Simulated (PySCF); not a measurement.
**Germanium: a sound run and one with changed settings**

Sound run: Ge [Ar] 3d10 4s2 4p2, Ge+ [Ar] 3d10 4s2 4p1. Calculation: PySCF 2.14, in pcseg-2; no relativity, point nucleus. The sound run starts from symmetry-adapted Hartree-Fock orbitals and uses a fine grid where one is needed.

Changed run: initial guess atom, at most 50 SCF cycles, level shift 10.0 hartree.

```json
{"species": "Ge", "method": "UHF", "sound run (hartree)": "-2075.33289", "changed run (hartree)": "-2075.33276", "converged": "no"}
{"species": "Ge", "method": "PBE", "sound run (hartree)": "-2076.65075", "changed run (hartree)": "-2076.65015", "converged": "no"}
{"species": "Ge", "method": "r2SCAN", "sound run (hartree)": "-2076.93983", "changed run (hartree)": "-2076.93929", "converged": "no"}
{"species": "Ge+", "method": "UHF", "sound run (hartree)": "-2075.05916", "changed run (hartree)": "-2075.05903", "converged": "no"}
{"species": "Ge+", "method": "PBE", "sound run (hartree)": "-2076.35927", "changed run (hartree)": "-2076.35843", "converged": "no"}
{"species": "Ge+", "method": "r2SCAN", "sound run (hartree)": "-2076.64236", "changed run (hartree)": "-2076.64176", "converged": "no"}
```

A level shift slows the SCF but leaves a converged energy unchanged.
